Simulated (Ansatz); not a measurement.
Reaction (ligand exchange at the Si–N bond): `[SiH3]N([SiH3])[SiH2]Cl` + `BN[SiH3]` → `BN([SiH3])[SiH3]` + `[SiH3]N[SiH2]Cl`

Program: Ansatz. Geometries: PBE0-D4/def2-TZVP. ΔE: electronic, gas phase. CCSD(T)/CBS adds triple-zeta CCSD(T) − MP2 to the extrapolated MP2 energy (def2 sets, frozen cores). DFT in def2-TZVPP. B3LYP here is the variant with VWN-RPA as its local correlation; programs differ in this. HSE06 is defined as in plane-wave codes. Each species was taken in one conformer, which may not be the lowest.

```
             level  ΔE (kJ/mol)  difference from CCSD(T)/CBS
       LDA (SPW92)         15.7                          0.5
         revPBE-D4         17.1                          1.9
           BLYP-D4         16.5                          1.3
         r2SCAN-D4         16.2                          1.0
            B97M-V         15.6                          0.4
           PBE0-D4         16.6                          1.4
          B3LYP-D4         16.5                          1.3
        r2SCANh-D4         16.2                          1.0
        r2SCAN0-D4         16.1                          0.9
          HSE06-D4         16.6                          1.4
          BHLYP-D4         17.0                          1.8
      CAM-B3LYP-D4         15.5                          0.3
           ωB97M-V         15.7                          0.5
          PBE-QIDH         15.2                          0.0
               PBE         13.8                         -1.4
            revPBE         12.8                         -2.4
              BLYP         11.4                         -3.8
            r2SCAN         15.4                          0.2
             B3LYP         12.0                         -3.2
           r2SCANh         15.3                          0.1
           r2SCAN0         15.1                         -0.1
             HSE06         14.0                         -1.2
             BHLYP         12.4                         -2.8
         CAM-B3LYP         12.6                         -2.6
           LC-ωPBE         14.2                         -1.0
RPA@PBE/def2-TZVPP         15.4                          0.2
       HF/def2-SVP         12.7                         -2.5
      MP2/def2-SVP         18.0                          2.8
     CCSD/def2-SVP         17.7                          2.5
  CCSD(T)/def2-SVP         18.3                          3.1
     HF/def2-TZVPP         11.1                         -4.1
    MP2/def2-TZVPP         15.9                          0.7
SCS-MP2/def2-TZVPP         15.1                         -0.1
   CCSD/def2-TZVPP         14.8                         -0.4
     HF/def2-QZVPP         11.0                         -4.2
    MP2/def2-QZVPP         15.7                          0.5
SCS-MP2/def2-QZVPP         14.8                         -0.4
      HF/CBS(def2)         11.0                         -4.2
     MP2/CBS(def2)         15.6                          0.4
    CCSD/CBS(def2)         14.5                         -0.7
       CCSD(T)/CBS         15.2                            0
```

Largest T1 diagnostic among the species: 0.013.

At CCSD(T), def2-SVP lies +3.1 kJ/mol from the extrapolated value and def2-TZVPP +0.3 kJ/mol. In def2-TZVPP, CCSD(T) changes the Hartree–Fock value by +4.4 kJ/mol (the triples alone add +0.7 kJ/mol) and MP2 by +4.8 kJ/mol.

CCSD(T)/CBS has its own doubt, a few kJ/mol and more with outer-core shells, so smaller differences from it don't rank the levels.
